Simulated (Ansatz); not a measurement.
`[NH2][Zn][Br]` + `CNC` → `C[N](C)[Zn][Br]` + NH₃ at 400 K and 1 bar (ligand exchange at a Zn–N bond).

Calculated with Ansatz (gas phase, PBE0-D4/def2-TZVP geometries, no zero-point term in ΔE). CCSD(T)/CBS adds triple-zeta CCSD(T) − MP2 to the extrapolated MP2 energy (def2 sets, frozen cores). This one scheme is used for every species. For Br, Zn outer-core shells are correlated without core-valence functions, which leaves a few kJ/mol of doubt a bond. Scalar relativity is left out up to krypton. One conformer a species, not always the lowest.

```
          species  CCSD(T)/CBS energy (Eh)  H − E (kJ/mol)  S (J/(mol·K))
  `[NH2][Zn][Br]`              -4407.67573            90.3          329.2
            `CNC`               -135.00321           264.6          293.2
`C[N](C)[Zn][Br]`              -4486.16677           250.2          412.9
              NH₃                -56.50880           104.2          203.1
```

H − E and S are ideal-gas, rigid-rotor, harmonic terms from PBE0-D4/def2-TZVP, for one conformer and one mirror image of each species. 1 Eh = 2625.50 kJ/mol, R = 8.31446 J/(mol·K).

By hand: ΔE, ΔH, ΔS and ΔG.

ΔE = (-4486.16677) + (-56.50880) − (-4407.67573) − (-135.00321) = 0.00337 Eh = 8.8 kJ/mol. Δ(H − E) = 250.2 + 104.2 − 90.3 − 264.6 = -0.5, so ΔH = 8.3 kJ/mol. ΔS = 412.9 + 203.1 − 329.2 − 293.2 = -6.4 J/(mol·K). ΔG = 8.3 − 400 × (-6.4)/1000 = 10.9 kJ/mol.

By hand: the equilibrium constant, and the temperature at which ΔG would vanish if ΔH and ΔS stayed fixed.

log₁₀ K = −ΔG/(RT ln 10) = -1.4. ΔH and −TΔS have one sign here, so there is no such temperature.

The number of gas molecules stays the same, so ΔS is small and ΔH decides. A doubt of 5 kJ/mol in ΔE shifts log₁₀ K by 0.7 here. Other conformers and mirror images would add mixing entropy, several J/(mol·K) or more a flexible species. Modes under 60 cm⁻¹, often nearly free rotors, make the harmonic entropy too high. These are equilibria of isolated gas molecules and say nothing of rates. Largest T1 diagnostic: 0.013 (customary marks: 0.02 for closed shells, 0.045 for open ones).

ΔS is within the doubt of such terms, so its sign, and with it that verdict, could turn.
